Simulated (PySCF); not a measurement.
C₇H₁₅BSi, SMILES CB(C)C#C[Si](C)(C)C. Heavy atoms are numbered as in [Si:1]([CH3:2])([CH3:3])([CH3:4])[C:5]#[C:6][B:7]([CH3:8])[CH3:9]. Hydrogens are named by the atom that carries them.

Geometry: B3LYP-D3(BJ)/def2-SVP. The structure was generated by enumeration, and PubChem lists no compound with its InChIKey, so it may never have been made.

Calculation: PBE0/pcSseg-1 in PySCF.

GIAO shieldings, no solvent; atoms alike by connectivity are averaged. δ = σ(ref) − σ: ²⁹Si against TMS (σ = 352.7 ppm); ¹³C against TMS (σ = 186.3 ppm); ¹¹B against BF3 (σ = 88.8 ppm); ¹H against TMS (σ = 31.56 ppm), references at their B3LYP-D3(BJ)/def2-TZVP geometries, non-relativistic.

Computed chemical shifts:
```tsv
nucleus	atoms	count	δ (ppm)
²⁹Si	Si1	1	-19.3
¹³C	C5	1	145.4
¹³C	C6	1	127.9
¹³C	C8 (CH3)	2	19.4
¹³C	C2 (CH3)	3	2.4
¹¹B	B7	1	59.0
¹H	H on C8	6	1.25
¹H	H on C2	9	0.51
```
